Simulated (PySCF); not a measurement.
The dipole of `N=[P@@](C#C)(CC(C)=O)C` from its density and from atomic charges.

Coordinates (PBE0-D3(BJ)/def2-SVP, Å) and charges (e) from the PBE0/pcSseg-1 density (PySCF):

| atom | x | y | z | Mulliken | IAO | Hirshfeld | ESP-fitted |
| --- | --- | --- | --- | --- | --- | --- | --- |
| C1 | -2.020 | 2.852 | 1.301 | -0.3648 | -0.1746 | -0.0755 | -0.2809 |
| C2 | -1.518 | 1.804 | 0.945 | -0.0261 | -0.3505 | -0.1125 | -0.2306 |
| P3 | -0.750 | 0.229 | 0.578 | +0.7645 | +1.4035 | +0.4202 | +1.0076 |
| C4 | -2.124 | -0.683 | -0.187 | -0.4363 | -0.6787 | -0.1596 | -0.7867 |
| N5 | 0.104 | -0.453 | 1.702 | -0.6236 | -0.9861 | -0.3916 | -0.9517 |
| C6 | 0.383 | 0.632 | -0.791 | -0.3966 | -0.5391 | -0.1163 | -0.7705 |
| C7 | 1.073 | -0.643 | -1.254 | +0.1501 | +0.4020 | +0.1747 | +0.8216 |
| C8 | 2.372 | -0.966 | -0.583 | -0.2633 | -0.4732 | -0.1250 | -0.6809 |
| O9 | 0.544 | -1.354 | -2.076 | -0.3632 | -0.4223 | -0.2360 | -0.5284 |
| H10 | -2.458 | 3.785 | 1.611 | +0.0814 | +0.2078 | +0.1058 | +0.2958 |
| H11 | -2.848 | -0.954 | 0.595 | +0.1572 | +0.1652 | +0.0545 | +0.2173 |
| H12 | -1.713 | -1.595 | -0.644 | +0.1818 | +0.1804 | +0.0534 | +0.2443 |
| H13 | -2.625 | -0.078 | -0.957 | +0.1530 | +0.1660 | +0.0531 | +0.2239 |
| H14 | -0.416 | -0.757 | 2.522 | +0.1798 | +0.2483 | +0.0923 | +0.3709 |
| H15 | 1.091 | 1.377 | -0.399 | +0.1757 | +0.1719 | +0.0576 | +0.2396 |
| H16 | -0.202 | 1.060 | -1.617 | +0.1775 | +0.1748 | +0.0553 | +0.2295 |
| H17 | 3.113 | -0.175 | -0.781 | +0.1336 | +0.1550 | +0.0535 | +0.1745 |
| H18 | 2.750 | -1.934 | -0.936 | +0.1374 | +0.1605 | +0.0503 | +0.1747 |
| H19 | 2.182 | -0.983 | 0.504 | +0.1820 | +0.1890 | +0.0460 | +0.2300 |

Problem. Form Σ q r in debye for every column and set it beside the full dipole.

Solution. The full density gives (-1.67, 2.59, 0.59) D, 3.13 D in size; dipole vectors point from the negative to the positive end.

| scheme | μx | μy | μz | size (D) | share of the full size (%) | angle to the full dipole (°) |
| --- | --- | --- | --- | --- | --- | --- |
| Mulliken | 0.78 | -1.21 | -0.42 | 1.50 | 48 | 175 |
| IAO | -1.43 | 2.73 | 0.16 | 3.09 | 99 | 9 |
| Hirshfeld | -0.98 | 1.89 | 0.05 | 2.13 | 68 | 11 |
| ESP-fitted | -1.68 | 2.60 | 0.58 | 3.15 | 100 | 0 |

Problem. Which set comes closest?

Solution. Length of the difference vector: ESP-fitted 0.02 D, IAO 0.50 D, Hirshfeld 1.12 D, Mulliken 4.63 D. Closest: ESP-fitted. ESP charges are fitted to the potential around the molecule, whose slowest-falling term is the dipole's. 

Problem. What is left for the Hirshfeld atoms' own dipoles?

Solution. The shares of the density sum to the whole, so what Σ q r misses lies in dipoles about the nuclei. The atomic dipoles sum to (-1.67, 2.59, 0.59) − (-0.98, 1.89, 0.05) = (-0.69, 0.70, 0.54) D, 1.12 D in size.

Problem. With the origin at the mean of the coordinates, (-0.161, 0.061, -0.025) Å, which are the largest single terms, by size, of the IAO dipole along the direction of the full one?

Solution. C8 +5.23, H10 +4.59, C2 -3.94, O9 +3.91, P3 +3.80 D; all 19 atoms together +3.05 D. The single terms depend on the origin, their sum doesn't.

Problem. Give the size of the full dipole in other units.

Solution. 3.13 D = 1.233 au = 0.653 e·Å = 10.46 × 10⁻³⁰ C·m.

Isolated species at its PBE0-D3(BJ)/def2-SVP geometry (one conformer only).

Shape of the structure used: `[CH:1]#[C:2][P@:3]([CH3:4])(=[NH:5])[CH2:6][C:7]([CH3:8])=[O:9]`: C2–P3–C6–C7 -178°, P3–C6–C7–C8 -91°.
